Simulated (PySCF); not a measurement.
C₄H₃O, doublet (typed; the unrestricted solution is spin-contaminated), at a GFN2-xTB geometry. Base run: CCSD/3-21G in PySCF.

The PySCF input:
```python
from pyscf import gto, scf, cc

mol = gto.Mole()
mol.atom = '''
    O     0.00320980    0.03712410    1.10077705
    C    -0.00470459    1.13278412    0.30613156
    C     0.00607725   -1.03890390    0.29073263
    C    -0.00668530    0.73246643   -0.98335742
    C     0.00019942   -0.67268721   -1.02298200
    H    -0.00805670    2.09460371    0.77436666
    H     0.01233026   -2.00397519    0.75783522
    H     0.00072736   -1.30957797   -1.88156691
'''
mol.basis = '3-21g'
mol.spin = 1
mol.verbose = 3
mol.build()

mf = scf.UHF(mol)
mf.kernel()

mycc = cc.CCSD(mf)
mycc.kernel()
print('E(CCSD) = %.10f' % mycc.e_tot)
mf.analyze()
```

Variants of this job, named by their change:

```csv
change,ΔE vs base (mEh),MP2 correlation (Eh),CC correlation without the perturbative part (Eh),basis functions,core-seconds (rough)
base,0.000,-0.43167,-0.47485,51,10
method = mp2,(withheld),-0.43167,-,51,0.7
frozen = 4,6.865,-0.42431,-0.46799,51,9
method = ccsd(t),(withheld),-0.43167,-0.47485,51,20
method = cisd,(withheld),-,-,51,4
cc.diis_space = 10,0.000,-0.43167,-0.47485,51,10
density fitting = JK and correlation,0.256,-0.43161,-0.47485,51,20
cc.diis_space = 3,0.000,-0.43167,-0.47485,51,20
cc.conv_tol = 1e-5,0.000,-0.43167,-0.47485,51,10
cc.level_shift = 0.2,0.000,-0.43167,-0.47485,51,10
```

**Question.** Fill in the missing entries.

**Answer.** 
- method = mp2, ΔE vs base (mEh): 43.188
- method = ccsd(t), ΔE vs base (mEh): -17.961
- method = cisd, ΔE vs base (mEh): 68.728

Open shells are given as the SCF converged; they aren't shown to be the lowest states, and a large step between rows can be another state.
